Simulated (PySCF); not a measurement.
A GIAO shielding run with PySCF (density fitting, non-relativistic, gas phase) on SMILES C[C@@](F)(CF)[SiH2]CF, C4H9F3Si:

```
$ OMP_NUM_THREADS=1 python probes_run.py task.json out

{"job": {"kind": "nmr", "xc": "PBE0", "basis": "pcSseg-1"}, "charge": 0, "multiplicity": 1}
C     -1.530003     1.047983     0.069572
C     -0.861327    -0.295578     0.319303
F     -1.668879    -0.989005     1.238920
C     -0.816259    -1.124816    -0.956317
F      0.212577    -2.041471    -0.900699
Si     0.887873    -0.171578     1.139235
C      2.123626     0.404268    -0.212785
F      1.606958     1.485329    -0.906585
H     -0.900283     1.667299    -0.561775
H     -1.686079     1.555367     1.018464
H     -2.497616     0.911185    -0.411505
H     -1.740861    -1.691989    -1.097837
H     -0.619065    -0.489002    -1.823057
H      1.295088    -1.479854     1.636551
H      0.784906     0.851800     2.182191
H      2.331643    -0.366763    -0.957532
H      3.070703     0.738858     0.213945
```

Hardware: 1 thread of an Intel Xeon, shared host. The job also computes population analyses, field gradients.

Q: How large is the calculation?

A: 74 electrons, 188 basis functions and 998 auxiliary functions.

Q: How long does it take, and how much memory does it need?

A: 62 s of wall time, with 14 SCF cycles and 4 response iterations; peak memory 0.77 GiB. Times on a shared host scatter by some tens of per cent.
